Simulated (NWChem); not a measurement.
# C3H5ClSi; SMILES [SiH2]1CC=C1Cl

```xyz
10

Cl     0.1223    -2.0761     0.0000
C     -0.1047    -0.3775     0.0000
C     -1.2700     0.3037     0.0000
C     -0.9232     1.7810     0.0000
Si     0.8964     1.2041     0.0000
H     -2.2838    -0.1194     0.0000
H     -1.2707     2.3245    -0.8939
H     -1.2707     2.3245     0.8939
H      1.7134     1.5009    -1.2149
H      1.7134     1.5009     1.2149
```
Atoms are numbered in this order, from 1.

Results from NWChem. Geometry: optimised at PBE0/def2-SVP. Level: M06-2X/def2-SVP with SMD (1 M gas to 1 M solution), gas-phase geometry. Reactions with the solvent are ignored.

For solvent benzene:

```yaml
solvation free energy (kcal/mol): -3.2
cavity-dispersion-structure term (kcal/mol): -2.2
```

How do the values read with solvent 1,4-dioxane instead?

The solvation free energy (kcal/mol) is -1.6. The cavity-dispersion-structure term (kcal/mol) is -0.6.
